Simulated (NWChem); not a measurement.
Molecule: C$_{2}$H$_{2}$Cl$_{2}$Si; SMILES C#C[SiH](Cl)Cl

```xyz
7

Si     0.0001     0.0153     0.5344
Cl     1.6734     0.9426    -0.2134
Cl    -1.6783     0.9337    -0.2130
C      0.0044    -1.7275     0.0143
C      0.0069    -2.8986    -0.3147
H      0.0000     0.1432     2.0078
H      0.0090    -3.9338    -0.6095
```
Atoms are numbered in this order, from 1.

Results from NWChem. Pople sets run with spherical d functions. All runs use the structure optimised with PBE0/def2-SVP. GIAO values for the isolated, static molecule; σ is the absolute isotropic shielding, δ = σ(reference) − σ with the isolated reference molecule computed at the same levels (13C: tetramethylsilane, 1H: tetramethylsilane, 29Si: tetramethylsilane).

For level B3LYP/6-31G*:

```
Property     Result
-----------  ------
δ Si1 (ppm)     0.4
σ Cl2 (ppm)   874.1
δ C5 (ppm)     90.1
δ H6 (ppm)     5.48
δ H7 (ppm)     2.55
```

Task: How do the values read with level Hartree-Fock/6-31G* instead?

Result: 
| Quantity | Value |
|---|---|
| δ Si1 (ppm) | -7.6 |
| σ Cl2 (ppm) | 951.9 |
| δ C5 (ppm) | 100.9 |
| δ H6 (ppm) | 5.19 |
| δ H7 (ppm) | 3.28 |
